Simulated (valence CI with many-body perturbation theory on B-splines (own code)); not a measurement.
## Energy levels of Ce+

Method: configuration interaction combined with many-body perturbation theory (CI+MBPT): three valence electrons over a frozen Dirac-Fock core [Xe], radial functions for each j: 8 s, 8 p, 9 d, 9 f, 6 g, 3 h, 2 i, with the one-electron correlation potential Σ1, the two-electron term Σ2, the three-electron term Σ3, Breit, model QED; selected CI, second order for the rest (own B-spline code, finite nucleus).

Set against measurement, 50 paired levels are off by 524 cm⁻¹ on average, the worst by 1199. These come from a selection out of the NIST Handbook of Basic Atomic Spectroscopic Data. Levels without a partner in it may be off by more, other configurations by several thousand cm⁻¹. 7 measured levels below the end of the list, from 4323 cm⁻¹ on, found no clear computed partner.

Levels 1 to 45 of 65, with energies above the lowest level, 4f5d² ⁴H°_7/2 [a]. "Leading %" is the weight of the configuration and term that name the level; weights of strongly mixed levels are sums over their largest components and can fall short. Lifetimes count E1, E2, E3, M1 and M2 decay at the calculated energies, and are blank where another channel may lead or the interval is too uncertain; long ones can be off by a factor of two.

| No. | Configuration | Term | J | E (eV) | Leading % | Lifetime | g |
| --- | --- | --- | --- | --- | --- | --- | --- |
| 1 | 4f5d² | ⁴H° | 7/2 | 0.0000 | 47 |  | 0.793 |
| 2 | 4f5d² | ²G° | 9/2 | 0.1240 | 39 |  | 0.980 |
| 3 | 4f5d² | ⁴I° | 9/2 | 0.1800 | 66 |  | 0.824 |
| 4 | 4f5d² | ⁴H° | 7/2 | 0.2406 | 47 | 18.9 s | 0.817 |
| 5 | 4f5d² | ²P° | 1/2 | 0.2819 | 42 |  | 0.977 |
| 6 | 4f5d² | ⁴H° | 9/2 | 0.3061 | 53 |  | 1.035 |
| 7 | 4f5d² | ⁴I° | 11/2 | 0.3236 | 92 | 13.3 s | 0.969 |
| 8 | 4f5d² | ⁴H° | 11/2 | 0.3570 | 92 | 8.27 s | 1.127 |
| 9 | 4f5d6s | ²G° | 9/2 | 0.3720 | 41 |  | 1.009 |
| 10 | 4f5d² | ²F° | 5/2 | 0.3733 | 51 |  | 0.912 |
| 11 | 4f5d6s | ²G° | 7/2 | 0.3973 | 54 |  | 0.847 |
| 12 | 4f5d6s | ⁴F° | 3/2 | 0.4110 | 70 |  | 0.519 |
| 13 | 4f5d² | ²S° | 1/2 | 0.4456 | 50 |  | 1.238 |
| 14 | 4f5d² | ⁴I° | 13/2 | 0.4737 | 60 |  | 1.142 |
| 15 | 4f5d² | ⁴D° | 3/2 | 0.4739 | 76 |  | 1.219 |
| 16 | 4f5d² | ²F° | 7/2 | 0.4752 | 49 |  | 1.147 |
| 17 | 4f5d6s | ⁴F° | 5/2 | 0.4803 | 49 |  | 1.057 |
| 18 | 4f5d6s | ²G° | 9/2 | 0.4981 | 34 |  | 1.008 |
| 19 | 4f5d² | ⁴H° | 13/2 | 0.5230 | 62 |  | 1.185 |
| 20 | 4f5d² | ⁴F° | 3/2 | 0.5691 | 74 |  | 0.482 |
| 21 | 4f5d6s | ⁴H° | 7/2 | 0.5832 | 58 |  | 0.808 |
| 22 | 4f5d² | ⁴D° | 5/2 | 0.5966 | 67 |  | 1.249 |
| 23 | 4f²6s | ⁴H | 7/2 | 0.6218 | 93 |  | 0.672 |
| 24 | 4f5d6s | ⁴F° | 7/2 | 0.6294 | 72 |  | 1.191 |
| 25 | 4f5d6s | ²G° | 7/2 | 0.6376 | 42 |  | 0.914 |
| 26 | 4f5d² | ⁴G° | 5/2 | 0.6421 | 49 |  | 0.779 |
| 27 | 4f5d² | ²H° | 11/2 | 0.6573 | 53 |  | 1.092 |
| 28 | 4f5d6s | ⁴H° | 9/2 | 0.6575 | 83 |  | 0.985 |
| 29 | 4f5d² | ⁴F° | 5/2 | 0.6637 | 85 |  | 1.020 |
| 30 | 4f5d6s | ²D° | 3/2 | 0.6639 | 18 |  | 0.828 |
| 31 | 4f²6s | ⁴H | 9/2 | 0.6650 | 57 |  | 0.951 |
| 32 | 4f5d² | ²P° | 1/2 | 0.6752 | 49 | 10.5 s | 0.526 |
| 33 | 4f5d² | ⁴I° | 15/2 | 0.6823 | 98 | 8.36 s | 1.200 |
| 34 | 4f5d6s | ⁴G° | 5/2 | 0.6949 | 66 |  | 0.731 |
| 35 | 4f5d6s | ²D° | 5/2 | 0.7172 | 29 |  | 0.913 |
| 36 | 4f5d² | ²I° | 11/2 | 0.7410 | 88 |  | 0.939 |
| 37 | 4f5d² | ⁴D° | 7/2 | 0.7561 | 61 |  | 1.312 |
| 38 | 4f5d² | ⁴F° | 7/2 | 0.7655 | 42 |  | 1.112 |
| 39 | 4f5d² | ²P° | 3/2 | 0.7702 | 45 | 10.7 s | 1.147 |
| 40 | 4f5d² | ⁴G° | 7/2 | 0.7740 | 45 |  | 1.100 |
| 41 | 4f5d6s | ⁴H° | 11/2 | 0.7906 | 79 |  | 1.122 |
| 42 | 4f5d6s | ⁴F° | 9/2 | 0.7982 | 79 |  | 1.293 |
| 43 | 4f5d6s | ²G° | 9/2 | 0.8059 | 25 |  | 1.154 |
| 44 | 4f²6s | ⁴H | 11/2 | 0.8312 | 81 |  | 1.126 |
| 45 | 4f5d6s | ⁴G° | 7/2 | 0.8445 | 57 |  | 0.977 |

Names give the largest LS component (configuration and term), which can be under half, so a name can repeat, a term be missing and a line seem to break the LS rules; names also repeat where a configuration has a term twice.

Where two levels of one J and parity lie close, their mixing, g and order are uncertain.

The ionisation energy to 4f² ³H4 of the next ion comes out as 10.892 eV (NIST: 10.956 ± 0.02 eV (semi-empirical), further off than twice its uncertainty). All 65 levels together are meant to be complete up to 1.030 eV.
